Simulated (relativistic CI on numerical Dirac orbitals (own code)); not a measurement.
# Re13+: sensitivity of the levels to the model

Base calculation: Dirac-Coulomb-Breit CI, separate exchange-only KLI orbitals for each configuration, model QED (radiative potential, 1s self-energy scaled to tabulated hydrogen-like ionisation energies), unscaled Slater integrals.

Configurations in the expansion (outside the closed core [Kr] 4d10): 4f¹⁴5s², 4f¹³5s²5p, 4f¹⁴5s5p, 4f¹⁴5s5d, 4f¹³5s²5d, 4f¹⁴5s5f, 4f¹⁴5p5d, 4f¹³5s²6s, 4f¹⁴5p², 4f¹³5p³, 4f¹³5p²5d, 4f¹³5p²6s, 4f¹⁴5d², 4f¹³5p5d², 4f¹³5d³, 4f¹³5d²6s. Double excitations out of closed p, d and f shells are left out; levels of such configurations are missing from the list, as are those of other unlisted configurations, and high levels can miss mixing partners.

Variants: (1) valence Slater integrals scaled by 0.9; (2) non-relativistic limit; (3) only the first 3 configurations. Shifts of the energy above 4f¹⁴5s² ¹S0, in cm⁻¹, for the lowest level and the first level of each name with at least 55 % of one term (blank where a level changes its place among those of its configuration and J or its character, or is not in the variant):

| Level | Base | Δ(1) | Δ(2) | Δ(3) |
| --- | --- | --- | --- | --- |
| 4f¹⁴5s² ¹S0 | 0 | 0 | 0 | 0 |
| 4f¹³5s²5p ³D3 | 71749 | +247 | +209486 | -3490 |
| 4f¹³5s²5p ³G3 | 92050 | +36 | +195945 | -3519 |
| 4f¹³5s²5p ³G5 | 192694 | +188 | +95301 | -2167 |
| 4f¹³5s²5p ³D1 | 205427 | +831 | +75808 | -2146 |
| 4f¹³5s²5p ³F4 | 208992 | -1417 |  | -2121 |
| 4f¹⁴5s5p ³P°0 | 237345 | +1307 | -29208 | -6397 |
| 4f¹⁴5s5p ³P°1 | 256139 | +177 | -48002 | -5202 |
| 4f¹⁴5s5p ³P°2 | 360174 | +1057 | -152037 | -5966 |
| 4f¹⁴5s5p ¹P°1 | 420878 | -4880 | -136421 | +2498 |
| 4f¹⁴5p² ³P0 | 560139 | -1512 | -85819 |  |
| 4f¹³5s²5d ³P°2 | 637726 | +1558 | +77453 |  |
| 4f¹³5s²5d ³H°5 | 646165 | +581 | +79519 |  |
| 4f¹³5s²5d ³P°1 | 658632 | +1448 | +56547 |  |

At this charge transitions that keep the count of f electrons are usually good to a few per cent. Levels and lines within the n = 5 or 6 shells can be off by up to 10 % or somewhat more, and those that change n by about 2 %, since core polarisation is missing. Levels that differ in their count of f electrons can be misplaced by several ten thousand cm⁻¹, since the correlation energy of f electrons is missing or only estimated; rates across such gaps can be off by orders of magnitude.

Ionisation energy from one configuration of each of the two ions, the ground ones as tabulated or assumed: base 292.114 eV. The NIST ASD value (theoretical) is 291 ± 15 eV.

LS names give the leading component of a level, which can be under half, so a name can repeat, a term be missing and a line seem to break the LS rules.
